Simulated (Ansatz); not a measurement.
Molecule: GeBr$_{3}$, charge 0, multiplicity 2. It need not be the lowest isomer of its formula. SMILES: [Br][Ge]([Br])[Br]
Geometry: optimised at B3LYP-D3(BJ)/def2-TZVP (Ansatz, a program for electronic structure).

Quantity: vertical electron affinity (to the singlet state of charge -1; a negative value means that the extra electron is unbound and the number depends on the basis; each state is the SCF solution reached for its spin; the molecule has degenerate orbitals, so one determinant may break the symmetry), in eV. Cores are frozen in the correlated levels unless marked. UHF or UKS for open shells. Spin-orbit coupling is left out. Frozen are the shells of the preceding noble gas and the d and f shells that filled before the atom's block. Non-relativistic. Anions need diffuse functions: aug- sets have them; def2-D sets add few. CBS marks a two-point X^-3 extrapolation of the correlation energy; Hartree-Fock from the larger set. [CCSD(T)-MP2]/basis is that difference in the basis named.

```tsv
level	program	vertical electron affinity (eV)
HF/aug-cc-pVDZ	Ansatz	2.27
HF/aug-cc-pVTZ	Ansatz	2.16
SVWN5/def2-TZVPD	Ansatz	3.29
PBE/def2-TZVPD	Ansatz	3.03
B3LYP/def2-TZVPD	Ansatz	3.18
BHLYP/def2-TZVPD	Ansatz	3.07
CAM-B3LYP/def2-TZVPD	Ansatz	3.22
wB97M-V/def2-TZVPD	Ansatz	3.17
wB97X-V/def2-TZVPD	Ansatz	3.14
wB97X/def2-TZVPD	Ansatz	3.17
B2PLYP/def2-TZVPD	Ansatz	3.06
MP2/aug-cc-pVDZ	Ansatz	2.94
MP2/aug-cc-pVTZ	Ansatz	3.00
RI-MP2/CBS(aug-cc-pVTZ,aug-cc-pVQZ)	Ansatz	3.13
SCS-MP2/aug-cc-pVTZ	Ansatz	2.99
CCSD/aug-cc-pVDZ	Ansatz	2.91
CCSD/aug-cc-pVTZ	Ansatz	2.95
CCSD(T)/aug-cc-pVDZ	Ansatz	2.92
CCSD(T)/aug-cc-pVTZ	Ansatz	2.99
RI-MP2/CBS(aug-cc-pVTZ,aug-cc-pVQZ)+[CCSD(T)-MP2]/aug-cc-pVDZ	Ansatz	3.11
RI-MP2/CBS(aug-cc-pVTZ,aug-cc-pVQZ)+[CCSD(T)-MP2]/aug-cc-pVTZ	Ansatz	3.12
```
